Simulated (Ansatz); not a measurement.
A nudged elastic band was laid between two geometries of AlH5N2Si (9 atoms, charge 0, multiplicity 1).

The calculation used RKS PBE0-D4/def2-SVP in Ansatz 0.2.0.

| Item | Value |
| --- | --- |
| movable images | 7 |
| climbing image | yes |
| spring | 5.0 eV/Å² |
| optimiser | quadratic models (default) |
| start path | IDPP |
| force threshold | 0.05 eV/Å |
| iteration limit | 58 |
| end points | relaxed |

First end point:

```xyz
9
Properties=species:S:1:pos:R:3
N -0.253 1.759 0.236
Si 0.556 0.240 0.215
N -0.404 -1.239 0.366
Al 0.312 -1.540 -1.250
H -0.916 2.056 -0.468
H 0.027 2.512 0.852
H 1.630 0.423 1.245
H -1.008 -1.563 1.119
H 0.144 -2.694 -2.331
```

Last end point:

```xyz
9
Properties=species:S:1:pos:R:3
N -0.276 1.751 0.257
Si 0.557 0.244 0.210
N -0.389 -1.242 0.369
Al 0.311 -1.536 -1.258
H 0.045 2.520 0.831
H -0.953 2.040 -0.437
H 1.649 0.439 1.218
H -0.984 -1.570 1.127
H 0.128 -2.691 -2.334
```

Task: Which bonds break or form, and what moves?

Result: No bond is made or broken. The dihedral H6–N1–Si2–Al4 goes from -171 to -4°. The two ends are copies of one structure, up to a mirror image or an exchange of like atoms.

Task: What energy profile does the band end with?

Result: It converged. The highest image is number 4 of 0 to 8, 5.3 kcal/mol above the ends, which have the same energy within 2 meV. A vibrational analysis at the climbing image gives one clearly imaginary mode, 253i cm⁻¹: a first-order saddle point.

```
image  path coordinate (Å)  energy (kcal/mol)  dihedral H6–N1–Si2–Al4 (°)
    0                 0.00                0.0                        -171
    1                 0.53                0.7                         157
    2                 1.06                2.9                         149
    3                 1.60                4.6                         129
    4                 2.13                5.3                         103
    5                 2.55                4.5                          70
    6                 2.97                1.9                          28
    7                 3.39                0.4                           6
    8                 3.81                0.0                          -4
```

Task: What is the geometry of the highest image?

Result: 
```xyz
9
Properties=species:S:1:pos:R:3:forces:R:3
N -0.433 1.714 -0.005 0.00 0.00 0.00
Si 0.596 0.307 -0.040 0.00 0.00 0.00
N -0.191 -1.153 0.564 0.00 0.00 0.00
Al 0.054 -1.650 -1.142 0.00 0.00 0.00
H -0.052 2.593 -0.342 0.00 0.00 0.00
H -0.961 1.878 0.848 0.00 0.00 0.00
H 1.938 0.601 0.577 0.00 0.00 0.00
H -0.540 -1.385 1.490 0.00 0.00 0.00
H -0.323 -2.952 -1.966 0.00 0.00 0.00
```

Task: What are the harmonic wavenumbers there?

Result: 253i, 177, 260, 381, 396, 434, 471, 613, 646, 711, 767, 836, 863, 917, 959, 1533, 1936, 2140, 3577, 3605, 3678 cm⁻¹.

The band took 16 iterations and roughly 6 core-minutes.

The run took 5.7 min on 1 thread of Arm Neoverse V1, with other jobs on the host, peak memory 0.17 GiB.
